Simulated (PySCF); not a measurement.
# Bromine: a sound run and one with changed settings

Sound run: Br(2+) [Ar] 3d10 4s2 4p3, Br(3+) [Ar] 3d10 4s2 4p2. Computed with PySCF 2.14 in cc-pVDZ-PP with ECP10MDF (4s3p2d, 23 functions), with scalar relativity through the core potential. The sound run starts from symmetry-adapted Hartree-Fock orbitals and uses a fine grid where one is needed.

Changed run: 14 angular points. This setting is unsound on purpose.

| species | method | sound run (hartree) | changed run (hartree) | converged |
| --- | --- | --- | --- | --- |
| Br(2+) | UHF | -414.33728 | -414.33728 | yes |
| Br(2+) | PBE | -415.57120 | -415.57120 | yes |
| Br(2+) | MN15 | -416.01410 | -416.01410 | yes |
| Br(3+) | UHF | -413.06527 | -413.06527 | yes |
| Br(3+) | PBE | -414.28431 | -414.28476 | yes |
| Br(3+) | MN15 | -414.73432 | -414.73363 | yes |

Ionisation energy of Br(2+):

```json
{"method": "UHF", "sound run (eV)": "34.613", "changed run (eV)": "34.613"}
{"method": "PBE", "sound run (eV)": "35.018", "changed run (eV)": "35.006"}
{"method": "MN15", "sound run (eV)": "34.825", "changed run (eV)": "34.843"}
```

A coarse angular grid integrates products of high-l functions wrongly, so density functionals can shift, and the SCF can exploit the error; Hartree-Fock and MP2 need no grid.

For comparison, NIST gives 34.871 ± 0.019 eV between the lowest levels.
